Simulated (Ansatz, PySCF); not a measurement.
System: iodine monochloride, ICl, charge 0, multiplicity 1. 
Geometry from a B3LYP-D3(BJ)/def2-TZVP (Ansatz, an electronic-structure program) optimisation:
SMILES: ICl
```xyz
2

Cl     0.0000     0.0000    -1.7753
I      0.0000     0.0000     0.5694
```

Total electronic energies in hartree. Correlated levels leave the core frozen unless marked. No spin-orbit coupling. Frozen are the shells of the preceding noble gas and the d and f shells that filled before the atom's block. In def2 rows, elements after Kr have scalar-relativistic effective core potentials. Basis-set limits of correlation are two-point, X^-3; Hartree-Fock from the larger set. The bracket is a focal-point correction in the basis named.

```
level                                                                 program  energy (Eh)
-------------------------------------------------------------  --------------  -----------
SVWN5/def2-TZVPD                                                       Ansatz   -756.03025
PBE/def2-TZVPD                                                         Ansatz   -757.72200
BLYP/def2-TZVPD                                                        Ansatz   -757.86738
revPBE-D3(BJ)/def2-TZVPD                                       Ansatz + dftd3          [?]
M06-L/def2-TZVPD                                                        PySCF   -758.08257
B3LYP-D3(BJ)/def2-TZVPD                                        Ansatz + dftd3   -758.03262
TPSSh-D4/def2-TZVPD                                             PySCF + dftd4   -757.84512
M06-2X/def2-TZVPD                                                       PySCF   -757.82298
MP2/def2-TZVPP                                                         Ansatz   -756.49169
RI-MP2/CBS(def2-TZVPP,def2-QZVPP)                                      Ansatz    -756.5762
SCS-MP2/def2-SVP                                                       Ansatz   -756.21483
SCS-MP2/def2-TZVPPD                                                    Ansatz   -756.49101
CCSD(T)/def2-SVPD                                                      Ansatz   -756.28075
RI-MP2/CBS(def2-TZVPPD,def2-QZVPPD)+[CCSD(T)-MP2]/def2-QZVPPD          Ansatz    -756.6225
CCSD(T)/CBS(def2-TZVPPD,def2-QZVPPD)                                   Ansatz    -756.6233
```

### Question
Some entries are withheld; supply them.

### Answer

- revPBE-D3(BJ)/def2-TZVPD, energy (Eh): -757.88216
